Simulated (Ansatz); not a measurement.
`[CH3][GeH2][CH3]` + `[CH3]`• → `[CH3][GeH][CH3]`• + CH₄  (hydrogen abstraction from a Ge–H bond)

Isolated molecules relaxed with PBE0-D4/def2-TZVP in Ansatz; ΔE leaves out vibrations. CBS: MP2 limit from def2 TZ/QZ plus the TZ coupled-cluster correction, frozen cores. This one scheme is used for every species. Functionals use def2-TZVPP. Open shells (•) are unrestricted, without spin–orbit coupling. For Ge outer-core shells are correlated without core-valence functions, which leaves a few kJ/mol of doubt a bond. Scalar relativity is left out up to krypton.

| level | ΔE (kJ/mol) | difference from CCSD(T)/CBS |
| --- | --- | --- |
| r2SCANh-D4 | -84.9 | 2.0 |
| r2SCAN0-D4 | -83.6 | 3.3 |
| BHLYP-D4 | -83.2 | 3.7 |
| ωB97X-V | -88.6 | -1.7 |
| B2PLYP | -91.0 | -4.1 |
| PBE0 | -94.9 | -8.0 |
| RPA@PBE/def2-TZVPP | -83.9 | 3.0 |
| CCSD/def2-SVP | -86.9 | 0.0 |
| MP2/def2-TZVPP | -92.9 | -6.0 |
| CCSD/def2-TZVPP | -82.6 | 4.3 |
| CCSD(T)/CBS | -86.9 | 0 |

(1) What do rigid-rotor, harmonic-oscillator terms from PBE0-D4/def2-TZVP frequencies (298.15 K, 1 bar) make of the CCSD(T)/CBS value? (Estimate.)

Largest T1 diagnostic among the species: 0.011.

Results:

(1) Computed: ΔZPE = +15.4 kJ/mol, ΔH = -72.3 kJ/mol, ΔS = 2 J/(mol·K), ΔG = -73.1 kJ/mol. Open shells count their whole term as degenerate.

From PBE to PBE0 (25 % exact exchange), in def2-TZVPP and without D4, ΔE moves by +7.5 kJ/mol. In def2-TZVPP, CCSD(T) changes the Hartree–Fock value by −23.9 kJ/mol (the triples alone add −3.1 kJ/mol) and MP2 by −31.2 kJ/mol.
